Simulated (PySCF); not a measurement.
C4H4ClNOS.
Cartesian coordinates in Å at the GFN2-xTB level; atoms count from 1:
```xyz
12
C4H4ClNOS angstrom
C     -2.103   -0.406    0.684
O     -0.843   -0.964    0.356
C      0.093   -0.094   -0.021
C      1.402   -0.522   -0.378
C      2.151    0.565   -0.719
Cl     3.775    0.588   -1.219
S      1.199    2.007   -0.575
N     -0.130    1.195   -0.084
H     -2.524    0.122   -0.174
H     -2.737   -1.244    0.964
H     -2.007    0.297    1.514
H      1.726   -1.543   -0.373
```

Computed at PBE0/pcSseg-1 (PySCF, non-relativistic), with Q(17O) = −0.0256 b, Q(35Cl) = −0.0817 b, Q(33S) = −0.0678 b, Q(14N) = 0.02044 b: O2, 17O (I = 5/2): χzz = -11.21 MHz, η = 0.661; Cl6, 35Cl (I = 3/2): χzz = -78.71 MHz, η = 0.066; S7, 33S (I = 3/2): χzz = -39.35 MHz, η = 0.793; N8, 14N (I = 1): χzz = -3.667 MHz, η = 0.979.

(1) Find the zero-field quadrupole resonance frequencies of 17O at O2.

(2) Where would the pure quadrupole (NQR) lines of 35Cl at Cl6 fall for the rigid, isolated species?

(3) Where would the pure quadrupole (NQR) lines of 33S at S7 fall for the rigid, isolated species?

(4) Where would the pure quadrupole (NQR) lines of 14N at N8 fall for the rigid, isolated species?

(5) Apply the simplest Townes–Dailey estimate (no s hybridisation, no π bonding), ionic character = 1 − χzz/χ0, where χ0 is the coupling for one missing p electron along the bond: −109.74 MHz for 35Cl.

Results:

(1) From the eigenvalues of H = χ/[4I(2I − 1)] × [3Iz² − I(I + 1) + η(Ix² − Iy²)], steps between neighbouring levels, labelled as for η = 0: ±1/2↔±3/2 2.343 MHz, ±3/2↔±5/2 3.138 MHz (aryl ether oxygen).

(2) From ν = (|χ|/2)√(1 + η²/3): ν = 39.38 MHz (aryl chlorine). For 37Cl the ratio of quadrupole moments, 0.7881, gives 31.04 MHz.

(3) From ν = (|χ|/2)√(1 + η²/3): ν = 21.64 MHz (ring sulfur).

(4) From ν± = (3/4)|χ|(1 ± η/3) and ν0 = |χ|η/2: ν+ 3.648 MHz, ν− 1.853 MHz, ν0 1.794 MHz (pyridine-type nitrogen).

(5) Cl6 on C5: 1 − (-78.71)/(-109.74) = 0.28. In this model a purely covalent bond gives χ0 and a free halide ion gives zero; s hybridisation or π bonding, where present, is counted here as ionic character.

In a crystal, neighbours and librations shift these lines. GFN2-xTB bond lengths can be off by several hundredths of an ångström, more for odd bonds, and the gradients follow them. These gradients aren't converged with respect to the basis.

One conformer stands for the species.
